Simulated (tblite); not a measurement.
Parent: `[CH3:1][C@@H:2]1[CH:3]=[C:4]([Cl:5])[CH2:6][SiH2:7]1`, C5H9ClSi.

Structures optimised with GFN2-xTB, isolated species. One conformer each, not checked by frequencies here.

| coordinate of the parent | value |
| --- | --- |
| C1–C2 | 1.529 Å |
| C2–C3 | 1.503 Å |
| C3=C4 | 1.322 Å |
| C4–Cl5 | 1.737 Å |
| C4–C6 | 1.494 Å |
| C6–Si7 | 1.909 Å |
| C2–Si7 | 1.918 Å |
| C1–C2–C3 | 110.7° |
| C1–C2–Si7 | 114.7° |
| C3–C2–Si7 | 103.8° |
| C2–C3–C4 | 118.3° |
| C3–C4–Cl5 | 122.3° |
| C3–C4–C6 | 120.7° |
| Cl5–C4–C6 | 116.9° |
| C4–C6–Si7 | 103.3° |
| C2–Si7–C6 | 93.9° |

How does the shared frame change in `[CH3:1][C@@:2]1([Cl:3])[CH:4]=[C:5]([Cl:6])[CH2:7][SiH2:8]1` with C1–C2–C4–C5 137°, C4–C5–C7–Si8 -6°, C5–C7–Si8–C2 9°, C1–C2–Si8–C7 -136°, C5H8Cl2Si? Atoms pair as C1 = C1, C2 = C2, C3 = C4, C4 = C5, Cl5 = Cl6, C6 = C7, Si7 = Si8 (parent first).

```json
{"parent": "C1–C2", "relative": "C1–C2", "value in the relative": "1.515 Å", "change": "-0.014"}
{"parent": "C2–C3", "relative": "C2–C4", "value in the relative": "1.491 Å", "change": "-0.012"}
{"parent": "C3=C4", "relative": "C4=C5", "value in the relative": "1.326 Å", "change": "+0.004"}
{"parent": "C4–Cl5", "relative": "C5–Cl6", "value in the relative": "1.729 Å", "change": "-0.008"}
{"parent": "C4–C6", "relative": "C5–C7", "value in the relative": "1.494 Å", "change": "0.000"}
{"parent": "C6–Si7", "relative": "C7–Si8", "value in the relative": "1.908 Å", "change": "-0.001"}
{"parent": "C2–Si7", "relative": "C2–Si8", "value in the relative": "1.927 Å", "change": "+0.009"}
{"parent": "C1–C2–C3", "relative": "C1–C2–C4", "value in the relative": "112.8°", "change": "+2.1"}
{"parent": "C1–C2–Si7", "relative": "C1–C2–Si8", "value in the relative": "118.0°", "change": "+3.3"}
{"parent": "C3–C2–Si7", "relative": "C4–C2–Si8", "value in the relative": "104.5°", "change": "+0.7"}
{"parent": "C2–C3–C4", "relative": "C2–C4–C5", "value in the relative": "117.5°", "change": "-0.8"}
{"parent": "C3–C4–Cl5", "relative": "C4–C5–Cl6", "value in the relative": "122.4°", "change": "+0.1"}
{"parent": "C3–C4–C6", "relative": "C4–C5–C7", "value in the relative": "120.6°", "change": "-0.1"}
{"parent": "Cl5–C4–C6", "relative": "Cl6–C5–C7", "value in the relative": "117.1°", "change": "+0.2"}
{"parent": "C4–C6–Si7", "relative": "C5–C7–Si8", "value in the relative": "103.5°", "change": "+0.2"}
{"parent": "C2–Si7–C6", "relative": "C2–Si8–C7", "value in the relative": "92.7°", "change": "-1.2"}
```

Of the parent's bonds, C1–C2 changes most (-0.014 Å). Bonds of the relative outside the shared frame: C2–Cl3 1.825 Å. Point group C1 → C1.

How does the shared frame change in `[CH3:1][C@:2]1([NH:3][SiH3:4])[CH:5]=[C:6]([Cl:7])[CH2:8][SiH2:9]1` with C1–C2–N3–Si4 -34°, C5H12ClNSi2? Atoms pair as C1 = C1, C2 = C2, C3 = C5, C4 = C6, Cl5 = Cl7, C6 = C8, Si7 = Si9 (parent first).

```tsv
parent	relative	value in the relative	change
C1–C2	C1–C2	1.523 Å	-0.006
C2–C3	C2–C5	1.511 Å	+0.008
C3=C4	C5=C6	1.322 Å	0.000
C4–Cl5	C6–Cl7	1.738 Å	+0.001
C4–C6	C6–C8	1.494 Å	0.000
C6–Si7	C8–Si9	1.910 Å	+0.001
C2–Si7	C2–Si9	1.933 Å	+0.015
C1–C2–C3	C1–C2–C5	109.5°	-1.2
C1–C2–Si7	C1–C2–Si9	113.1°	-1.6
C3–C2–Si7	C5–C2–Si9	103.4°	-0.4
C2–C3–C4	C2–C5–C6	118.4°	+0.1
C3–C4–Cl5	C5–C6–Cl7	122.4°	+0.1
C3–C4–C6	C5–C6–C8	120.8°	+0.1
Cl5–C4–C6	Cl7–C6–C8	116.8°	-0.1
C4–C6–Si7	C6–C8–Si9	103.5°	+0.2
C2–Si7–C6	C2–Si9–C8	93.8°	-0.1
```

Of the parent's bonds, C2–Si7 changes most (+0.015 Å). Bonds of the relative outside the shared frame: C2–N3 1.457, N3–Si4 1.722 Å. Point group C1 → C1.

All values are computed, not measured.
